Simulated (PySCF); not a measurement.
**Working out the ionisation energy of Mo**

Mo [Kr] 4d5 5s1 (7S) → Mo⁺ [Kr] 4d5 (6S). Computed with PySCF 2.14 in x2c-SVPall (6s5p5d1f, 53 functions), with scalar relativity by spin-free X2C-1e. Frozen: [Kr]. Energies in hartree (1 hartree = 27.21139 eV):

```
             part    Mo (lower)   Mo⁺ (upper)
              UHF  -4045.825220  -4045.594871
MP2 opposite-spin      0.000000      0.000000
    MP2 same-spin     -0.059959     -0.046680
```

**Question.** What does Hartree-Fock give?

**Answer.** (-4045.594871) − (-4045.825220) = 0.230349 hartree = 6.268 eV.

**Question.** What do MP2 and SCS-MP2 (6/5 opposite-spin, 1/3 same-spin) give?

**Answer.** The opposite-spin parts differ by 0.000 eV and the same-spin parts by 0.361 eV. MP2: 6.268 + (0.000) + (0.361) = 6.629 eV. SCS-MP2: 6.268 + 1.2 × (0.000) + (0.361)/3 = 6.388 eV.

Measured between the centres of the two terms (NIST): 7.092 eV, so MP2 (valence) is off by -0.463 eV.

A double-zeta basis recovers only part of the correlation energy.

What remains against the reference includes basis incompleteness, the frozen core and correlation beyond second order.
